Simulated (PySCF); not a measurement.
Series: cyclo[n]carbon rings. All species are isolated molecules in the gas phase. Each species was relaxed from one start; no search for lower structures was made at this level. Strings in code marks are SMILES.

Method: PBE-D3(BJ)/def2-SVP // CAM-B3LYP-D3(BJ)/def2-SVP (PySCF). All candidates: neutral, multiplicity 1. 

| Item | Result |
|---|---|
| HOMO–LUMO gap | 1.82 eV |
| LUMO | -4.14 eV |
| HOMO | -5.96 eV |

Problem. Say which member has these values.
A. cyclo[14]carbon `c1c#cc#cc#cc#cc#cc#cc#1`
B. cyclo[28]carbon `C1#CC#CC#CC#CC#CC#CC#CC#CC#CC#CC#CC#CC#CC#C1`
C. cyclo[10]carbon `c1c#cc#cc#cc#cc#1`
D. cyclo[30]carbon `c1c#cc#cc#cc#cc#cc#cc#cc#cc#cc#cc#cc#cc#cc#cc#1`

Solution. D, cyclo[30]carbon `c1c#cc#cc#cc#cc#cc#cc#cc#cc#cc#cc#cc#cc#cc#cc#1`. The others give cyclo[14]carbon `c1c#cc#cc#cc#cc#cc#cc#1`: 2.89 eV, -3.44 eV, -6.33 eV; cyclo[28]carbon `C1#CC#CC#CC#CC#CC#CC#CC#CC#CC#CC#CC#CC#CC#C1`: 1.23 eV, -4.44 eV, -5.67 eV; cyclo[10]carbon `c1c#cc#cc#cc#cc#1`: 3.99 eV, -2.82 eV, -6.81 eV
